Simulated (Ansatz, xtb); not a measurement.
# Relative energy of two isomers of FH6InSi2

Structure a: `F[SiH2][SiH2][InH2]`, a singlet. Structure b: `[F][In]([SiH3])[SiH3]`, a singlet. Both are isolated molecules in the gas phase, relaxed with PBE0-D3(BJ)/def2-SVP, each in the lowest conformer that the search found.

a (Å):

```tsv
atom	x (Å)	y (Å)	z (Å)
F	-0.2208	-0.2361	-0.2539
In	-0.3315	1.9940	1.0580
Si	-1.5349	-0.1178	-1.2988
Si	-2.3099	1.9849	-0.6332
H	-0.9652	-0.2460	-2.6707
H	-2.3907	-1.3012	-0.9976
H	-3.7056	1.8867	-0.1048
H	-2.2780	2.9433	-1.7807
H	-0.6041	1.3531	2.6406
H	1.1758	2.6724	0.5501
```

b (Å):

```yaml
atoms:
  - { symbol: F, position_ang: [-2.4734, 1.7445, -2.5474] }
  - { symbol: In, position_ang: [-1.5738, 1.2509, -0.8523] }
  - { symbol: Si, position_ang: [0.0774, -0.6875, -1.2847] }
  - { symbol: Si, position_ang: [-2.4472, 2.7554, 1.0568] }
  - { symbol: H, position_ang: [0.8597, -1.0218, -0.0548] }
  - { symbol: H, position_ang: [1.0305, -0.3090, -2.3725] }
  - { symbol: H, position_ang: [-0.6829, -1.9029, -1.7106] }
  - { symbol: H, position_ang: [-3.9271, 2.5892, 1.1921] }
  - { symbol: H, position_ang: [-1.8056, 2.4088, 2.3624] }
  - { symbol: H, position_ang: [-2.1496, 4.1869, 0.7434] }
```

Quicker runs give these differences E(b) − E(a): GFN2-xTB −90.9 kJ/mol; HF/STO-3G +29.7 kJ/mol (at GFN2-xTB geometries); r2SCAN-D4/def2-SVP +5.3 kJ/mol (at GFN2-xTB geometries).

Task: Estimate E(b) − E(a) at the level CCSD(T)/def2-SVP + ΔMP2/def2-TZVPP.

Result: Calculated at CCSD(T)/def2-SVP + ΔMP2/def2-TZVPP: E(b) − E(a) = +14.2 kJ/mol, so structure a lies lower.

The same difference at several levels:

| level | geometry | E(b) − E(a) (kJ/mol) | departure from the last row (kJ/mol) | job, with rough time for the two |
| --- | --- | --- | --- | --- |
| GFN2-xTB | GFN2-xTB | −90.9 | −105.1 | optimisation, 0.73 s |
| HF/STO-3G | GFN2-xTB | +29.7 | +15.5 | single point, 1.5 s |
| r2SCAN-D4/def2-SVP | GFN2-xTB | +5.3 | −8.9 | single point, 4.3 s |
| PBE0-D3(BJ)/def2-SVP | PBE0-D3(BJ)/def2-SVP | +16.1 | +2.0 | optimisation, 2.8 min |
| HF/def2-SVP | PBE0-D3(BJ)/def2-SVP | +5.8 | −8.3 | part of the CCSD(T) run |
| MP2/def2-SVP | PBE0-D3(BJ)/def2-SVP | +9.3 | −4.8 | part of the CCSD(T) run |
| CCSD(T)/def2-SVP | PBE0-D3(BJ)/def2-SVP | +9.0 | −5.1 | single point |
| CCSD(T)/def2-SVP + ΔMP2/def2-TZVPP | PBE0-D3(BJ)/def2-SVP | +14.2 |  | single point, 38 s |

As drawn, b has 1 F–In, 1 In–Si, 2 Si–H in place of 1 F–Si, 1 Si–Si, 2 In–H.

GFN2-xTB puts the two in the other order. The largest departure from CCSD(T)/def2-SVP + ΔMP2/def2-TZVPP is that of GFN2-xTB, 105.1 kJ/mol. The last row adds to CCSD(T) the change of the MP2 difference between the two basis sets, here +5.1 kJ/mol.

With harmonic frequencies from PBE0-D3(BJ)/def2-SVP (ideal gas, rigid rotor, one conformer each, 298.15 K, 1 atm): on the last row, ΔE + ΔZPE = +16.9 kJ/mol. A mode under 50 cm⁻¹ makes harmonic enthalpies and free energies unreliable, so none is given.

The correlated steps freeze 15 core orbitals; the filled d shell of In is correlated, in a basis made for valence electrons. Atoms past krypton carry core potentials in the def2 sets, other sets are all-electron and non-relativistic, and no spin–orbit term is included. Programs: Ansatz 0.2.0, xtb 6.7.1; the last row on 2 threads of Intel(R) Xeon(R) Platinum 8259CL CPU @ 2.50GHz (Skylake/Cascade Lake) on a shared host.
